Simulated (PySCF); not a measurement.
CH₄BrFO₂Si, SMILES O(C)[Si](O)(Br)F. Geometry: PBE-D3(BJ)/def2-SVP. One conformer was computed; it need not be the lowest.

Task: Give the equilibrium geometry at PBE-D3(BJ)/def2-SVP (PySCF confirms it by a frequency run) as Cartesian coordinates in Å. (An estimate is asked for; the answer gives what the named calculation found.)

Result: One answer among several that fit: 
```xyz
10

C     -2.2413    -0.1058    -1.4045
O     -1.2555     0.8557    -1.0562
Si     0.2598     0.5107    -0.5299
O      1.1200    -0.2182    -1.7392
F      0.9254     1.9259    -0.1067
Br     0.2333    -0.7783     1.2899
H     -1.9251    -0.7161    -2.2782
H     -2.4623    -0.7896    -0.5553
H     -3.1702     0.4362    -1.6697
H      1.9568    -0.6388    -1.4742
```
